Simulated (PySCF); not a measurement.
BaCl2, triplet, at a GFN2-xTB geometry (such geometries of metal compounds can be far from the true shape) (a higher spin typed on purpose: for a closed-shell molecule this is an excited state) (core potentials on Ba); DF-PBE0/def2-TZVP in PySCF.

Input for PySCF:
```python
from pyscf import gto, scf, dft

mol = gto.M(
    atom='''
Ba    0.44788778    0.54476636    0.61738641
Cl    0.18854724   -0.67339834   -1.88635514
Cl   -1.66394230   -1.12112614   -0.14738832
''',
    basis='def2-tzvp',
    ecp={'Ba': 'def2-tzvp'},
    spin=2,
    verbose=4,
)

mf = dft.UKS(mol)
mf.xc = 'pbe0'
mf = mf.density_fit(auxbasis='def2-universal-jkfit')
mf.kernel()
mf.analyze()
```

Output, abridged:

```
PySCF version 2.14.0

[INPUT] verbose = 4
[INPUT] num. atoms = 3
[INPUT] num. electrons = 44
[INPUT] charge = 0
[INPUT] spin (= nelec alpha-beta = 2S) = 2
[INPUT] symmetry False subgroup None
[INPUT] Mole.unit = angstrom
[INPUT] Symbol           X                Y                Z      unit          X                Y                Z       unit  Magmom
[INPUT]  1 Ba     0.447887780000   0.544766360000   0.617386410000 AA    0.846385238739   1.029459222276   1.166691227928 Bohr   0.0
[INPUT]  2 Cl     0.188547240000  -0.673398340000  -1.886355140000 AA    0.356302645143  -1.272538435337  -3.564694588266 Bohr   0.0
[INPUT]  3 Cl    -1.663942300000  -1.121126140000  -0.147388320000 AA   -3.144395234079  -2.118621355691  -0.278523558760 Bohr   0.0

nuclear repulsion = 123.616760436207
number of shells = 40
number of NR pGTOs = 186
number of NR cGTOs = 114
basis = def2-tzvp
ecp = {'Ba': 'def2-tzvp'}

******** <class 'pyscf.df.df_jk.DFUKS'> ********
method = DFUKS
initial guess = minao
damping factor = 0
level_shift factor = 0
DIIS = <class 'pyscf.scf.diis.CDIIS'>
diis_start_cycle = 1
diis_space = 8
diis_damp = 0
SCF conv_tol = 1e-09
SCF conv_tol_grad = None
SCF max_cycles = 50
direct_scf = False
number electrons alpha = 23  beta = 21
XC library pyscf.dft.libxc version 7.1.2
    S. Lehtola, C. Steigemann, M. J. T. Oliveira, and M. A. L. Marques,  SoftwareX 7, 1–5 (2018)
XC functionals = pbe0
    C. Adamo and V. Barone,  J. Chem. Phys. 110, 6158 (1999)
    M. Ernzerhof and G. E. Scuseria,  J. Chem. Phys. 110, 5029 (1999)
radial grids:
    Treutler-Ahlrichs [JCP 102, 346 (1995); DOI:10.1063/1.469408] (M4) radial grids

becke partition: Becke, JCP 88, 2547 (1988); DOI:10.1063/1.454033
pruning grids: <function nwchem_prune>
grids dens level: 3
symmetrized grids: False
atomic radii adjust function: <function treutler_atomic_radii_adjust>
small_rho_cutoff = 0
Set gradient conv threshold to 3.16228e-05
tot grids = 61688
******** <class 'pyscf.df.df.DF'> ********
auxbasis = def2-universal-jkfit
init E= -940.507888513954

cycle= 1 E= -945.594013967537  delta_E= -5.09  |g|= 0.297  |ddm|= 4.63

cycle= 2 E= -945.608843865196  delta_E= -0.0148  |g|= 0.274  |ddm|= 1.22

cycle= 3 E= -945.6480626188  delta_E= -0.0392  |g|= 0.0299  |ddm|= 0.289

cycle= 4 E= -945.648682894884  delta_E= -0.00062  |g|= 0.00943  |ddm|= 0.0748

cycle= 5 E= -945.648821558509  delta_E= -0.000139  |g|= 0.00427  |ddm|= 0.0329

cycle= 6 E= -945.648894078491  delta_E= -7.25e-05  |g|= 0.00186  |ddm|= 0.0293

cycle= 7 E= -945.648922822097  delta_E= -2.87e-05  |g|= 0.0012  |ddm|= 0.0202

cycle= 8 E= -945.648935759347  delta_E= -1.29e-05  |g|= 0.000317  |ddm|= 0.0191

cycle= 9 E= -945.648936822141  delta_E= -1.06e-06  |g|= 0.000135  |ddm|= 0.00614

cycle= 10 E= -945.64893686346  delta_E= -4.13e-08  |g|= 4.4e-05  |ddm|= 0.000559

cycle= 11 E= -945.648936887447  delta_E= -2.4e-08  |g|= 3.21e-05  |ddm|= 0.000649

cycle= 12 E= -945.648936893433  delta_E= -5.99e-09  |g|= 2.4e-05  |ddm|= 0.000328

cycle= 13 E= -945.648936895565  delta_E= -2.13e-09  |g|= 6.14e-06  |ddm|= 0.000237

cycle= 14 E= -945.648936895788  delta_E= -2.23e-10  |g|= 1.57e-06  |ddm|= 0.00011

Extra cycle  E= -945.648936895789  delta_E= -9.09e-13  |g|= 1.48e-06  |ddm|= 6.25e-06
converged SCF energy = -945.648936895789  <S^2> = 2.0049988  2S+1 = 3.0033307
**** SCF Summaries ****
Total Energy =                        -945.648936895789120
Nuclear Repulsion Energy =             123.616760436206775
One-electron Energy =                -1560.121759341942152
Two-electron Energy =                  490.856062009946299
Two-electron Coulomb Energy =          550.762141051696517
DFT Exchange-Correlation Energy =      -59.906079041750246
**** MO energy ****
                             alpha | beta                alpha | beta
MO #1   energy= -101.701932156516  | -101.697371008428  occ= 1 | 1
MO #2   energy= -101.701904805417  | -101.697344684888  occ= 1 | 1
MO #3   energy= -9.52708839087338  | -9.5229137078904   occ= 1 | 1
MO #4   energy= -9.52706322550225  | -9.52288965091478  occ= 1 | 1
MO #5   energy= -7.26454204706576  | -7.25065947928845  occ= 1 | 1
MO #6   energy= -7.26451397237544  | -7.25064830697222  occ= 1 | 1
MO #7   energy= -7.25316834867358  | -7.25025465157123  occ= 1 | 1
MO #8   energy= -7.25314731005797  | -7.25022121269265  occ= 1 | 1
MO #9   energy= -7.25249027110567  | -7.24991212486083  occ= 1 | 1
MO #10  energy= -7.25246575878924  | -7.24988801462433  occ= 1 | 1
MO #11  energy= -1.35781030962798  | -1.35410966224008  occ= 1 | 1
MO #12  energy= -0.866682982332934 | -0.842058936580847 occ= 1 | 1
MO #13  energy= -0.81723964486669  | -0.791758534124665 occ= 1 | 1
MO #14  energy= -0.756240841330819 | -0.749852485202242 occ= 1 | 1
MO #15  energy= -0.750160844806221 | -0.741860766964912 occ= 1 | 1
MO #16  energy= -0.744907585381621 | -0.736568753340365 occ= 1 | 1
MO #17  energy= -0.425591688968542 | -0.366199728951431 occ= 1 | 1
MO #18  energy= -0.360591464798392 | -0.350991618071211 occ= 1 | 1
MO #19  energy= -0.359738133125566 | -0.348730159065436 occ= 1 | 1
MO #20  energy= -0.342453016687759 | -0.333249129911056 occ= 1 | 1
MO #21  energy= -0.323024875492122 | -0.314029029736639 occ= 1 | 1
MO #22  energy= -0.297089557547708 | -0.170542869960741 occ= 1 | 0
MO #23  energy= -0.129395107337053 | -0.0610093422818843 occ= 1 | 0
MO #24  energy= -0.0472324409892107 | -0.0219177851530493 occ= 0 | 0
MO #25  energy= -0.043685896479905 | -0.0197273329915678 occ= 0 | 0
MO #26  energy= -0.0381662382307335 | -0.0191146108089267 occ= 0 | 0
MO #27  energy= -0.0363756425165947 | -0.0176924247808348 occ= 0 | 0
MO #28  energy= -0.0354746264862816 | -0.0126157701625469 occ= 0 | 0
MO #29  energy= -0.00638311801023737 | 0.0122468463620418 occ= 0 | 0
MO #30  energy= 0.0149312789412194 | 0.0271286486231273 occ= 0 | 0
MO #31  energy= 0.0191079630276745 | 0.0297963526204437 occ= 0 | 0

spin_pop of  0 Ba 5s        0.00073
spin_pop of  0 Ba 6s        0.83269
spin_pop of  0 Ba 7s        0.00226
spin_pop of  0 Ba 8s        0.00076
spin_pop of  0 Ba 9s        0.00419
spin_pop of  0 Ba 10s        0.00405
spin_pop of  0 Ba 5px       0.00251
spin_pop of  0 Ba 5py       0.00051
spin_pop of  0 Ba 5pz       0.00239
spin_pop of  0 Ba 6px      -0.00131
spin_pop of  0 Ba 6py      -0.00173
spin_pop of  0 Ba 6pz       0.00114
spin_pop of  0 Ba 7px       0.00275
spin_pop of  0 Ba 7py       0.00412
spin_pop of  0 Ba 7pz       0.00216
spin_pop of  0 Ba 8px       0.00855
spin_pop of  0 Ba 8py       0.01184
spin_pop of  0 Ba 8pz       0.01549
spin_pop of  0 Ba 5dxy      0.00004
spin_pop of  0 Ba 5dyz      0.00010
spin_pop of  0 Ba 5dz^2     0.00004
spin_pop of  0 Ba 5dxz      0.00576
spin_pop of  0 Ba 5dx2-y2    0.00412
spin_pop of  0 Ba 6dxy      0.00168
spin_pop of  0 Ba 6dyz     -0.00064
spin_pop of  0 Ba 6dz^2     0.00036
spin_pop of  0 Ba 6dxz      0.02468
spin_pop of  0 Ba 6dx2-y2    0.01313
spin_pop of  0 Ba 7dxy      0.00471
spin_pop of  0 Ba 7dyz      0.00066
spin_pop of  0 Ba 7dz^2     0.00354
spin_pop of  0 Ba 7dxz      0.00060
spin_pop of  0 Ba 7dx2-y2    0.00112
spin_pop of  0 Ba 4f-3      0.00000
spin_pop of  0 Ba 4f-2     -0.00002
spin_pop of  0 Ba 4f-1      0.00003
spin_pop of  0 Ba 4f+0      0.00001
spin_pop of  0 Ba 4f+1     -0.00000
spin_pop of  0 Ba 4f+2      0.00002
spin_pop of  0 Ba 4f+3     -0.00000
spin_pop of  1 Cl 1s        0.00000
spin_pop of  1 Cl 2s       -0.00000
spin_pop of  1 Cl 3s        0.01755
spin_pop of  1 Cl 4s        0.00676
spin_pop of  1 Cl 5s        0.00000
spin_pop of  1 Cl 2px       0.00001
spin_pop of  1 Cl 2py       0.00000
spin_pop of  1 Cl 2pz       0.00001
spin_pop of  1 Cl 3px       0.29679
spin_pop of  1 Cl 3py       0.03232
spin_pop of  1 Cl 3pz       0.16835
spin_pop of  1 Cl 4px       0.00044
spin_pop of  1 Cl 4py       0.00007
spin_pop of  1 Cl 4pz       0.00062
spin_pop of  1 Cl 5px      -0.00002
spin_pop of  1 Cl 5py       0.00003
spin_pop of  1 Cl 5pz       0.00015
spin_pop of  1 Cl 6px       0.00002
spin_pop of  1 Cl 6py      -0.00000
spin_pop of  1 Cl 6pz       0.00002
spin_pop of  1 Cl 3dxy      0.00020
spin_pop of  1 Cl 3dyz      0.00024
spin_pop of  1 Cl 3dz^2     0.00044
spin_pop of  1 Cl 3dxz     -0.00057
spin_pop of  1 Cl 3dx2-y2    0.00005
spin_pop of  1 Cl 4dxy      0.00001
spin_pop of  1 Cl 4dyz     -0.00002
spin_pop of  1 Cl 4dz^2    -0.00001
spin_pop of  1 Cl 4dxz     -0.00009
spin_pop of  1 Cl 4dx2-y2    0.00000
spin_pop of  1 Cl 4f-3      0.00002
spin_pop of  1 Cl 4f-2      0.00002
spin_pop of  1 Cl 4f-1      0.00001
spin_pop of  1 Cl 4f+0      0.00003
spin_pop of  1 Cl 4f+1      0.00001
spin_pop of  1 Cl 4f+2      0.00001
spin_pop of  1 Cl 4f+3      0.00002
spin_pop of  2 Cl 1s        0.00000
spin_pop of  2 Cl 2s       -0.00000
spin_pop of  2 Cl 3s        0.01755
spin_pop of  2 Cl 4s        0.00682
spin_pop of  2 Cl 5s        0.00000
spin_pop of  2 Cl 2px       0.00001
spin_pop of  2 Cl 2py       0.00000
spin_pop of  2 Cl 2pz       0.00001
spin_pop of  2 Cl 3px       0.20815
spin_pop of  2 Cl 3py       0.00630
spin_pop of  2 Cl 3pz       0.28285
spin_pop of  2 Cl 4px       0.00055
spin_pop of  2 Cl 4py       0.00012
spin_pop of  2 Cl 4pz       0.00050
spin_pop of  2 Cl 5px       0.00010
spin_pop of  2 Cl 5py       0.00007
spin_pop of  2 Cl 5pz      -0.00000
spin_pop of  2 Cl 6px       0.00002
spin_pop of  2 Cl 6py      -0.00000
spin_pop of  2 Cl 6pz       0.00002
spin_pop of  2 Cl 3dxy      0.00030
spin_pop of  2 Cl 3dyz     -0.00020
spin_pop of  2 Cl 3dz^2     0.00054
spin_pop of  2 Cl 3dxz     -0.00020
spin_pop of  2 Cl 3dx2-y2   -0.00007
spin_pop of  2 Cl 4dxy     -0.00002
spin_pop of  2 Cl 4dyz     -0.00001
spin_pop of  2 Cl 4dz^2     0.00003
spin_pop of  2 Cl 4dxz     -0.00006
spin_pop of  2 Cl 4dx2-y2   -0.00004
spin_pop of  2 Cl 4f-3      0.00003
spin_pop of  2 Cl 4f-2      0.00001
spin_pop of  2 Cl 4f-1      0.00000
spin_pop of  2 Cl 4f+0     -0.00000
spin_pop of  2 Cl 4f+1      0.00004
spin_pop of  2 Cl 4f+2      0.00002
spin_pop of  2 Cl 4f+3      0.00002
In total            23.00000 | 21.00000
Dipole moment(X, Y, Z, Debye):  1.73226,  2.10645,  2.38721
```
